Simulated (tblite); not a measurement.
Compound: C9H9N.
Structure used (GFN2-xTB), in Å, numbered top down from 1:
```
atom  x, y, z in Å
C1     3.855   -1.002   -0.545
C2     2.931   -0.082   -0.278
C3     1.518   -0.354   -0.267
C4     0.591    0.578    0.001
C5    -0.845    0.386    0.030
C6    -1.678    1.471    0.327
C7    -3.048    1.285    0.358
N8    -3.634    0.124    0.118
C9    -2.854   -0.907   -0.167
C10   -1.475   -0.837   -0.224
H11    3.586   -2.022   -0.769
H12    4.906   -0.772   -0.548
H13    3.227    0.936   -0.056
H14    1.232   -1.372   -0.493
H15    0.920    1.587    0.224
H16   -1.253    2.443    0.531
H17   -3.716    2.106    0.586
H18   -3.370   -1.839   -0.358
H19   -0.902   -1.719   -0.462
```

Structure optimised with GFN2-xTB, isolated species.

Masses are those of the commonest isotopes; rigid-rotor values at the optimised geometry. The values belong to one conformer with, in the numbering `[CH2:1]=[CH:2]/[CH:3]=[CH:4]/[c:5]1[cH:6][cH:7][n:8][cH:9][cH:10]1`, C1–C2–C3–C4 180°, C3–C4–C5–C6 180°.

Problem. What are A, B and C (MHz)?

Solution. Ia = 101.20, Ib = 847.66, Ic = 948.86 u·Å²; 505379 MHz·u·Å²/I gives A = 4994, B = 596.2, C = 532.6 MHz.

Problem. Classify the top.

Solution. A near-prolate asymmetric top; Ray's κ = -0.971.

Problem. What does the inertial defect say?

Solution. Planar: Δ = Ic − Ia − Ib = 0.00 u·Å². For a rigid frame Δ = −2 Σ m c², so it vanishes when all atoms lie in the ab plane; here none is more than 0.01 Å from it.

Problem. List the rotational levels J(Ka,Kc) to J = 2 (K).

Solution. Above 0(0,0), as E/k:
J = 1: 1(0,1) 0.054, 1(1,1) 0.265, 1(1,0) 0.268
J = 2: 2(0,2) 0.162, 2(1,2) 0.371, 2(1,1) 0.380, 2(2,1) 1.013, 2(2,0) 1.013
Those of J = 1 are B + C, A + C and A + B.

Problem. Estimate the classical rotational partition function at 25 K, 200 K and 298.15 K.

Solution. Point group Cs, symmetry number σ = 1; q = (√π/σ)·√((kT/h)³/(ABC)), k/h = 20836.6 MHz/K: 16700 at 25 K, 379000 at 200 K, 689000 at 298.15 K.

Its GFN2-xTB frequencies are all real (lowest 30 cm⁻¹). Constants of a rigid frame at the computed geometry: no zero-point averaging, no centrifugal distortion.
